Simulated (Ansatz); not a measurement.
Total energies of BFH₆Si₂ (`FB[SiH2][SiH3]`).

Cartesian coordinates in Å:
```
F 1.679 1.563 -1.662
B 1.515 0.342 -1.183
Si 0.702 0.065 0.653
Si -1.597 -0.313 0.365
H 1.824 -0.562 -1.913
H 0.889 1.237 1.552
H 1.288 -1.145 1.297
H -1.812 -1.482 -0.529
H -2.251 -0.585 1.672
H -2.236 0.879 -0.253
```

The species carries charge 0 and has multiplicity 1. Geometry: relaxed with PBE0-D4/def2-TZVP. It is one conformer, not always the lowest. Basis def2-TZVPP, the Gaussian-basis code of Ansatz.

RPA on PBE orbitals: Hartree–Fock energy of these orbitals -705.52601 Eh, correlation -1.07421 Eh (frozen core).

```
             functional                                       kind  energy without D4 (Eh)  D4 term (kJ/mol)
            LDA (SPW92)                                        LDA              -704.08189                 –
                 r2SCAN                                   meta-GGA              -707.26265              -4.5
                 B97M-V                         meta-GGA with VV10              -707.20660                 –
                r2SCANh                      meta-GGA hybrid, 10 %              -707.25393              -4.9
                r2SCAN0                      meta-GGA hybrid, 25 %              -707.24194              -5.4
HSE06 (plane-wave form)                            screened hybrid              -706.97754             -14.9
              CAM-B3LYP                     range-separated hybrid              -707.34805             -16.3
                ωB97X-V       range-separated hybrid GGA with VV10              -707.24908                 –
                ωB97M-V  range-separated hybrid meta-GGA with VV10              -707.27867                 –
                 B2PLYP                              double hybrid              -707.05134                 –
```

Problem. Give the same for PBE, revPBE, BLYP, PBE0, B3LYP, BHLYP, LC-ωPBE, PBE-QIDH. (Estimate.)

Solution. Ansatz gave: 
```tsv
functional	kind	energy without D4 (Eh)	D4 term (kJ/mol)
PBE	GGA	-706.92804	-18.5
revPBE	GGA	-707.21504	-51.0
BLYP	GGA	-707.34156	-39.9
PBE0	global hybrid, 25 % exact exchange	-706.99734	-15.8
B3LYP	global hybrid, 20 %	-707.43416	-30.0
BHLYP	global hybrid, 50 %	-707.33136	-24.7
LC-ωPBE	long-range corrected hybrid	-707.12196	–
PBE-QIDH	double hybrid	-706.80980	–
```

B3LYP takes the VWN-RPA correlation (the form of Gaussian; ORCA's B3LYP/G). HSE06 is the plane-wave form, built on full-range PBE exchange. The double hybrids freeze the cores in their second-order part.

LC-ωPBE has ω = 0.4 bohr⁻¹.
